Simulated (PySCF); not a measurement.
Mapped SMILES: `[NH2:1][Si@@H:2]([OH:3])[PH2:4]`. Hydrogens are named by the atom that carries them.

[PySCF 2.14.0 with density-fitted response routines: shieldings: GIAO KT2/pcSseg-2; PBE0-D3(BJ)/def2-SVP geometry; single conformer; no relativistic terms; gas phase; fast rotation and ring inversion assumed for equivalent nuclei]

Scale: ¹H (31.18 ppm), ²⁹Si (350.99 ppm) against TMS; ¹⁵N (260.12 ppm) against NH3; ¹⁷O (324.36 ppm) vs H2O; H3PO4 for ³¹P (313.10 ppm) (reference shieldings calculated alike).

| atoms | nucleus | count | δ (ppm) |
| --- | --- | --- | --- |
| H(Si2) | ¹H | 1 | 5.61 |
| H(N1) | ¹H | 2 | ? |
| N1 | ¹⁵N | 1 | 50.1 |
| O3 | ¹⁷O | 1 | 98.9 |
| H(O3) | ¹H | 1 | 1.20 |
| Si2 | ²⁹Si | 1 | -12.2 |
| P4 | ³¹P | 1 | -270.1 |
| H(P4) | ¹H | 2 | ? |

Question: Fill in the missing shifts.

Answer: 
- H(P4): 1.77 ppm, hydrogen on a phosphorus bonded to Si
- H(N1): 1.50 ppm, hydrogen on a nitrogen bonded to Si; exchangeable, gas-phase position

OH and NH positions are those of a molecule without intermolecular hydrogen bonds; in solution they move with solvent, concentration and temperature, and exchange usually removes their couplings. Experimental scales use liquid or dissolved standards, which lie at an offset from isolated NH3 (liquid NH3: subtract about 20 ppm) and H2O (liquid H2O: subtract about 36 ppm) and H3PO4.
